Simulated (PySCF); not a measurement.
CF3O2S, SMILES O=[S](=O)C(F)(F)F (connectivity only; charge and spin as stated), charge -1, multiplicity 1.

Geometry: B3LYP-D3(BJ)/def2-SVPD. The spin state was assumed, not searched. The isomer is the one that the SMILES or the coordinates give; other isomers of the formula were not compared.

Computed with HF/def2-SVPD (PySCF).

Symmetry labels are those of the subgroup Cs that the program uses (full group Cs).

Computed valence orbital energies around the gap with their symmetry:
```tsv
orbital	symmetry	energy (eV)
HOMO−7	A"	-13.68
HOMO−6	A'	-12.10
HOMO−5	A'	-11.48
HOMO−4	A"	-11.45
HOMO−3	A"	-8.00
HOMO−2	A'	-7.59
HOMO−1	A"	-7.18
HOMO	A'	-5.23
LUMO	A'	5.82
LUMO+1	A'	6.11
LUMO+2	A"	6.24
LUMO+3	A'	6.33
```
